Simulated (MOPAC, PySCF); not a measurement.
HBr2GaO, SMILES `[Br][Ga]([OH])[Br]` (H–O–Ga–Br torsion 180°), neutral singlet in the gas phase. 

Z-matrix (Å, degrees):
```
Ga
O 1 1.7766
H 2 0.9665 1 111.99
Br 1 2.2606 2 118.29 3 179.94
Br 1 2.2781 2 120.18 3 0.00
```
Charge 0, spin multiplicity 1.

All levels are single points at this geometry (TPSSh-D3(BJ)/def2-TZVP); Pople sets use spherical d functions. Orbital energies aren't observables, and empty levels follow the basis.

```
level                            HOMO (eV)  LUMO (eV)  gap (eV)  dipole (D)  vertical IE, Delta-SCF (eV)
-------------------------------  ---------  ---------  --------  ----------  ---------------------------
PBE-D3(BJ)/def2-TZVP in PySCF        -7.43      -2.73      4.70        1.23                            –
TPSSh-D3(BJ)/def2-TZVP in PySCF      -8.05      -2.23      5.82        1.27                            –
B3LYP/6-31G* in PySCF                -8.37      -2.20      6.18        1.40                        10.67
B3LYP/LANL2DZ in PySCF               -8.57      -2.28      6.29        1.76                            –
BP86/6-31G* in PySCF                 -7.46      -2.92      4.54        1.41                            –
PBE/6-31G* in PySCF                  -7.36      -2.79      4.56        1.40                            –
HF/3-21G in PySCF                   -11.42       1.59     13.01        1.98                            –
PM6 in MOPAC                        -11.29      -2.25      9.04        1.14                            –
PM7 in MOPAC                        -10.88      -0.66     10.22        1.29                            –
```
